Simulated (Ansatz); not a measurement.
Consider the homolysis of the B–F bond: `OB(F)O[SiH3]` → `O[B]O[SiH3]`• + F•.

Calculated with Ansatz (gas phase, PBE0-D4/def2-TZVP geometries, no zero-point term in ΔE). CCSD(T)/CBS adds triple-zeta CCSD(T) − MP2 to the extrapolated MP2 energy (def2 sets, frozen cores). This one scheme is used for every species, atoms too. DFT in def2-TZVPP. B3LYP here is the variant with VWN-RPA as its local correlation; programs differ in this. HSE06 is defined as in plane-wave codes. Open shells (•) are unrestricted, without spin–orbit coupling. Spin–orbit coupling would lower the free atoms: a little for F. One conformer a species, not always the lowest.

```csv
level,ΔE (kcal/mol),difference from CCSD(T)/CBS
revPBE-D4,164.9,-8.3
r2SCAN-D4,167.7,-5.5
B3LYP-D4,168.4,-4.8
HSE06-D4,167.5,-5.7
CAM-B3LYP-D4,171.6,-1.6
ωB97X-V,171.6,-1.6
ωB97M-V,173.1,-0.1
PBE-QIDH,169.3,-3.9
PBE,169.9,-3.3
revPBE,162.8,-10.4
r2SCAN,167.5,-5.7
B3LYP,167.3,-5.9
CCSD/def2-SVP,165.8,-7.4
HF/def2-TZVPP,133.0,-40.2
MP2/def2-TZVPP,176.2,3.0
SCS-MP2/def2-QZVPP,175.4,2.2
CCSD(T)/CBS,173.2,0
```

(1) What do rigid-rotor, harmonic-oscillator terms from PBE0-D4/def2-TZVP frequencies (298.15 K, 1 bar) make of the CCSD(T)/CBS value? (Estimate.)

Largest T1 diagnostic among the species: 0.015.

Results:

(1) Computed: ΔZPE = -3.6 kcal/mol, ΔH = +170.8 kcal/mol, ΔS = 157 J/(mol·K), ΔG = +159.7 kcal/mol. Open shells count their whole term as degenerate. Modes under 50 cm⁻¹ make the entropy rough.

The D4 term adds +1.0 kcal/mol with B3LYP and +0.5 kcal/mol with PBE0; it sums over pairs of atoms, weighted by their polarisabilities, and B3LYP, whose exchange is more repulsive, gets the larger term. From BLYP to BHLYP (50 % exact exchange), in def2-TZVPP and without D4, ΔE moves by −3.7 kcal/mol: exact exchange takes away binding that semilocal exchange gives to molecules. In def2-TZVPP, CCSD(T) changes the Hartree–Fock value by +36.5 kcal/mol (the triples alone add +2.0 kcal/mol) and MP2 by +43.3 kcal/mol; breaking electron pairs costs correlation energy, which Hartree–Fock lacks.

CCSD(T)/CBS has its own doubt, a few kJ/mol and more with outer-core shells, so smaller differences from it don't rank the levels.
